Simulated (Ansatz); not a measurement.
Molecule: TaH5, charge 0, multiplicity 1. 
Geometry from a B3LYP-D3(BJ)/def2-TZVP (Ansatz, a first-principles code) optimisation:
```xyz
6

Ta     0.0187     0.0004     0.0012
H     -0.8738    -0.6370     1.3777
H     -0.8649     1.4146     0.5641
H     -0.7209    -1.4493    -0.6688
H     -0.7121     0.6023    -1.4824
H      1.8082     0.0395     0.1193
```

Quantity: atomisation energy (electronic, to ground-state atoms), in kJ/mol. Correlated levels leave the core frozen unless marked. Open shells are spin-unrestricted. No spin-orbit coupling. The frozen core is the preceding noble-gas configuration, with the filled d and f shells of earlier blocks. In def2 rows, elements after Kr have scalar-relativistic effective core potentials. The coupled-cluster limit lacks core correlation, which all-electron functionals hold. CBS(X,Y): correlation extrapolated as X^-3; Hartree-Fock from the larger set.

```json
[
 {"level": "HF/def2-SVP", "program": "Ansatz", "atomisation energy (kJ/mol)": "962.2"},
 {"level": "SVWN5/def2-TZVPD", "program": "Ansatz", "atomisation energy (kJ/mol)": "1627.6"},
 {"level": "BLYP-D3(BJ)/def2-TZVPD", "program": "Ansatz + dftd3", "atomisation energy (kJ/mol)": "1478.3"},
 {"level": "r2SCAN/def2-TZVPD", "program": "Ansatz", "atomisation energy (kJ/mol)": "1464.6"},
 {"level": "r2SCAN-D4/def2-TZVPD", "program": "Ansatz + dftd4", "atomisation energy (kJ/mol)": "1466.1"},
 {"level": "B97M-V/def2-TZVPD", "program": "Ansatz", "atomisation energy (kJ/mol)": "1493.4"},
 {"level": "B3LYP-D4/def2-TZVPD", "program": "Ansatz + dftd4", "atomisation energy (kJ/mol)": "1473.2"},
 {"level": "PBE0-D3(BJ)/def2-TZVP", "program": "Ansatz + dftd3", "atomisation energy (kJ/mol)": "1429.2"},
 {"level": "PBE0-D4/def2-TZVP", "program": "Ansatz + dftd4", "atomisation energy (kJ/mol)": "1428.4"},
 {"level": "BHLYP-D3(BJ)/def2-TZVPD", "program": "Ansatz + dftd3", "atomisation energy (kJ/mol)": "1429.1"},
 {"level": "BHLYP/def2-TZVPD", "program": "Ansatz", "atomisation energy (kJ/mol)": "1418.1"},
 {"level": "r2SCANh-D4/def2-TZVPD", "program": "Ansatz + dftd4", "atomisation energy (kJ/mol)": "1451.7"},
 {"level": "r2SCAN0/def2-TZVPD", "program": "Ansatz", "atomisation energy (kJ/mol)": "1429.8"},
 {"level": "HSE06-D4/def2-TZVPD", "program": "Ansatz + dftd4", "atomisation energy (kJ/mol)": "1430.5"},
 {"level": "B2PLYP-D3(BJ)/def2-TZVPD", "program": "Ansatz + dftd3", "atomisation energy (kJ/mol)": "1431.2"},
 {"level": "MP2/def2-SVP", "program": "Ansatz", "atomisation energy (kJ/mol)": "1271.1"},
 {"level": "RI-MP2/def2-QZVPPD", "program": "Ansatz", "atomisation energy (kJ/mol)": "1392.0"},
 {"level": "SCS-MP2/def2-TZVPP", "program": "Ansatz", "atomisation energy (kJ/mol)": "1435.9"},
 {"level": "CCSD(T)/def2-TZVPPD", "program": "Ansatz", "atomisation energy (kJ/mol)": "1433.5"},
 {"level": "CCSD(T)/def2-QZVPPD", "program": "Ansatz", "atomisation energy (kJ/mol)": "1444.7"},
 {"level": "CCSD(T)/CBS(def2-TZVPPD,def2-QZVPPD)", "program": "Ansatz", "atomisation energy (kJ/mol)": "1451.7"}
]
```

The T1 diagnostic of CCSD in the largest basis is 0.027, which is high, so the coupled-cluster rows are less sure than usual.
